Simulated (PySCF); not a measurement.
SMILES [Cl][Ge]([Cl])([Al]([CH3])[CH3])[Cl] (C2H6AlCl3Ge) (PBE0/def2-SVP optimised geometry):

```
13

Ge    -0.354     0.660     0.000
Cl     1.823     0.660     0.000
Cl    -0.943     2.752     0.000
Cl    -0.943    -0.113     1.944
Al    -1.268    -0.654    -1.927
C     -1.563     0.367    -3.558
C     -1.490    -2.558    -1.591
H     -1.878     1.400    -3.341
H     -0.616     0.438    -4.123
H     -2.307    -0.098    -4.224
H     -2.197    -3.037    -2.287
H     -0.517    -3.069    -1.708
H     -1.823    -2.752    -0.559
```

Method: PBE0/def2-TZVP in PySCF.

Task: What are the frontier orbital energies and the dipole moment?

Result: HOMO-2 -8.78 eV, HOMO-1 -8.70 eV, HOMO -7.81 eV, LUMO -2.17 eV, LUMO+1 -1.18 eV; dipole moment 4.98 D.

On the same geometry PBE/def2-TZVP (PySCF) gives HOMO-2 -7.41 eV, HOMO-1 -7.33 eV, HOMO -6.66 eV, LUMO -2.89 eV, LUMO+1 -2.05 eV; dipole moment 4.91 D.

Meta-Löwdin charges at PBE0/def2-TZVP: Ge1 0.63, Cl2 -0.31, Cl3 -0.30, Cl4 -0.30, Al5 0.74, C6 -0.65, C7 -0.65, H8 0.14, H9 0.14, H10 0.14, H11 0.14, H12 0.14, H13 0.14.
